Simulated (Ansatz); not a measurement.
The cluster SiSe2. Total charge 0; singlet. Geometry PBE-D4/def2-TZVP; atoms count from 1.

```xyz
3

Si    0.563   -1.087    0.395
Se    0.742    1.165    0.055
Se   -1.305   -0.078   -0.450
```

Another isomer (singlet) lies 0.54 eV lower at PBE0-D4/def2-TZVP; other spin states weren't run for this one.

(1) Estimate the Mulliken populations from the PBE0/def2-TZVP orbitals of Ansatz.

(2) And the Mayer bond orders between heavy atoms (over 0.3)?

Results:

(1) 
```tsv
atom	charge (e)
Si1	0.26
Se2	-0.13
Se3	-0.13
```
Mulliken values depend strongly on the basis.

(2) Si1–Se2 1.23 (2.28 Å); Si1–Se3 1.23 (2.28 Å); Se2–Se3 1.05 (2.45 Å).
